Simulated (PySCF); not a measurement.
# Stretching BeSe⁻

Set-up: basis Be aug-cc-pVDZ-DK, Se aug-cc-pVDZ-DK; spin-free X2C with a Gaussian nucleus; PySCF 2.14. Energies in eV from Be + Se⁻ in their ground configurations at the same level. State: ²Σ⁺ (doublet), unpaired electrons σ ↑.

All columns are PBE0. A positive dipole points towards Se; it is taken about the centre of mass and depends on that origin.

```
R (Å)  E (eV)  μ (D)  Mulliken charge on Be (basis-dependent)  HOMO (eV)  LUMO (eV)  Mayer bond order  ⟨S²⟩
1.675  -2.443   2.87                                    -1.05      -0.19       2.39              2.15  0.76
1.753  -2.952   2.70                                    -0.89      -0.31       2.38              2.06  0.76
1.831  -3.238   2.52                                    -0.75      -0.43       2.38              1.99  0.76
1.890  -3.341   2.39                                    -0.66      -0.52       2.38              1.93  0.76
1.948  -3.370   2.26                                    -0.57      -0.60       2.37              1.87  0.76
2.006  -3.342   2.13                                    -0.50      -0.68       2.37              1.82  0.76
2.084  -3.236   1.96                                    -0.41      -0.78       2.30              1.75  0.76
2.182  -3.027   1.77                                    -0.31      -0.88       2.17              1.66  0.76
2.299  -2.711   1.57                                    -0.22      -0.79       2.00              1.57  0.76
2.454  -2.244   1.40                                    -0.15      -0.69       1.77              1.43  0.76
```

A fit through these points gives, at Re = 1.946 Å, μ = 2.26 D and dμ/dR = -2.24 D/Å; the reduced mass is 8.099 u.

Q: How strong is the fundamental in the double-harmonic approximation, I = 42.26·(dμ/dR)²/μred km/mol?

A: I = 42.26·(-2.24)²/8.099 = 26.2 km/mol at PBE0.

Spin–orbit coupling is left out. For an ion De counts to the pair picked by the measured ionisation energies or electron affinities, which need not be the lowest pair at this level. The state is the lowest determinant that a PBE0 search found; another state may lie lower at other levels.
